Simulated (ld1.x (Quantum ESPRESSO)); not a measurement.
## Building the PAW potential for copper (Cu) (revPBE, scalar-relativistic).

| Item | Value |
| --- | --- |
| Element | Cu (Z = 29) |
| Generator | ld1.x (Quantum ESPRESSO) 7.5 |
| Type | PAW |
| Functional | revPBE |
| Relativity | scalar-relativistic |
| Frozen core | [Ar] |
| Valence charge | 11 |
| Reference configuration | 3d10 4s1 4p0 |
| Partial waves | 4s (bound): rcut 1.75, rcutus 2.15 bohr; 4s channel at 3.6 Ry: rcut 1.75, rcutus 2.15 bohr; 4p (bound, empty): rcut 3.55, rcutus 4.10 bohr; 4p channel at 0.4 Ry: rcut 3.55, rcutus 4.10 bohr; 3d (bound): rcut 1.40, rcutus 1.70 bohr; 3d channel at 0.55 Ry: rcut 1.40, rcutus 1.70 bohr |
| Local potential | all-electron potential smoothed inside 1.90 bohr (lloc = -1) |
| Core correction | a·sin(br)/r model core inside 1.45 bohr |
| Augmentation charge | PSQ, inside the norm-conserving radii |

All-electron outer shells of the reference configuration (revPBE, scalar-relativistic, ld1.x):

| shell | level (eV) | outermost node (bohr) | outermost maximum (bohr) |
| --- | --- | --- | --- |
| 3s | -114.72 | 0.29 | 0.61 |
| 3p | -72.11 | 0.26 | 0.62 |
| 3d | -4.96 | – | 0.60 |
| 4s | -4.51 | 0.89 | 2.27 |
| 4p | -0.68 | 0.97 | 3.74 |

Calculated quality:

```json
{"Cutoffs needed": "40 Ry and 60 Ry (the cutoffs (Ry, on a coarse ladder) from which the occupation-weighted sum of valence levels, in a spherical-Bessel basis at the reference potential, stays within 10 and 1 mRy of its value at 400 Ry)", "Ghost test": "no extra level below or beside the all-electron valence levels (s, p, d, f tested) (spherical-Bessel basis up to 400 Ry, 20 bohr box)", "Largest excitation error": "-2048 meV (all-electron minus pseudo) for 3d7 4s0 4p0, out of 7 test configurations", "Lowest eigenvalue of the overlap operator": "0.52 (d channel)", "Density cutoff estimated by the generator": "213 Ry"}
```

Generation and tests took about 2.2 s on one core of a shared server CPU.
